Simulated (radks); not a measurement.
Values are calculated unless marked as measured or tabulated.
Coulomb parameter of the 3d shell of the manganese ion Mn3+ in the model configuration [Ar] 3d3 4p1, as a second difference U = [E(n + 0.25) + E(n - 0.25) - 2 E(n)] / (0.25)^2 with all orbitals relaxed. "Bare": the charge of the atom changes with n. "Screened": the 4p shell takes up the change at fixed total charge, which measures U(3d,3d) + U(4p,4p) - 2 U(3d,4p). Level of theory: scalar-relativistic Kohn-Sham, BLYP, spin-unpolarised, spherical densities, finite nucleus; Fermi nuclear charge, rms radius 3.7057 fm (a radial shooting solver on a logarithmic mesh with Libxc functionals).

case                 configuration  E - E(n) (eV)
start                 [Ar] 3d3 4p1          0.000
bare +0.25         [Ar] 3d3.25 4p1        -11.744
bare -0.25         [Ar] 3d2.75 4p1         12.952
screened +0.25  [Ar] 3d3.25 4p0.75         -5.558
screened -0.25  [Ar] 3d2.75 4p1.25          5.933

U(bare) = 19.319 eV, U(screened by 4p) = 5.999 eV, against the Slater integral F0(3d,3d) = 25.361 eV with frozen orbitals.
